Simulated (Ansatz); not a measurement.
`CB(O)Br` + `[CH3][AlH][CH3]` → `CB(C)O` + `[CH3][AlH][Br]`  (redistribution)

Calculated with Ansatz (gas phase, PBE0-D4/def2-TZVP geometries, no zero-point term in ΔE). CCSD(T)/CBS adds triple-zeta CCSD(T) − MP2 to the extrapolated MP2 energy (def2 sets, frozen cores). Functionals use def2-TZVPP. For Br outer-core shells are correlated without core-valence functions, which leaves a few kJ/mol of doubt a bond. Scalar relativity is left out up to krypton. Each species was taken in one conformer, which may not be the lowest.

| species | B97M-V energy (Eh) |
| --- | --- |
| `CB(O)Br` | -2714.43701 |
| `[CH3][AlH][CH3]` | -322.84029 |
| `CB(C)O` | -180.63710 |
| `[CH3][AlH][Br]` | -2856.67287 |

Work out ΔE.

ΔE = (-180.63710) + (-2856.67287) − (-2714.43701) − (-322.84029) = -0.03267 Eh = -85.8 kJ/mol. CCSD(T)/CBS gives -88.8 kJ/mol.

Largest T1 diagnostic among the species: 0.011.

From PBE to PBE0 (25 % exact exchange), in def2-TZVPP and without D4, ΔE moves by −5.2 kJ/mol. Leaving LDA and LC-ωPBE aside and taking each functional with its dispersion term where it has one, the values, not all of them listed here, spread over 13.6 kJ/mol, from BHLYP-D4 to revPBE-D4.
